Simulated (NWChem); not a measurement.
System: C₃H₆OSi; SMILES C1[SiH2]OC1=C

NWChem input:

```
start job
memory heap 200 mb stack 900 mb global 1100 mb
geometry units angstroms noautoz
  C      0.153633     2.215393     0.000000
  C      0.020269     0.890129     0.000000
  C     -1.222426     0.007295     0.000000
  Si     0.057637    -1.373855     0.000000
  O      1.078904     0.000684     0.000000
  H     -0.730033     2.854048     0.000000
  H      1.144712     2.672583     0.000000
  H     -1.850936     0.119163     0.895813
  H     -1.850936     0.119163    -0.895813
  H      0.208735    -2.217481     1.218252
  H      0.208735    -2.217481    -1.218252
end
basis spherical
  C library 6-31g*
  Si library 6-31g*
  O library 6-31g*
  H library 6-31g*
end
dft
  xc xperdew91 perdew91
  iterations 150
  mulliken
end
task dft energy
```

Coordinates come from a PBE0/def2-SVP optimisation.

Question: What results follow from this input? (PW91/6-31G* (spherical d).) Quantities: energy (Ha); highest occupied level (eV); orbital gap (eV); dipole (D).

Answer: The energy (Ha) is -482.51 and the highest occupied level (eV) is -5.07. The orbital gap (eV) is 4.08 and the dipole (D) is 2.09.
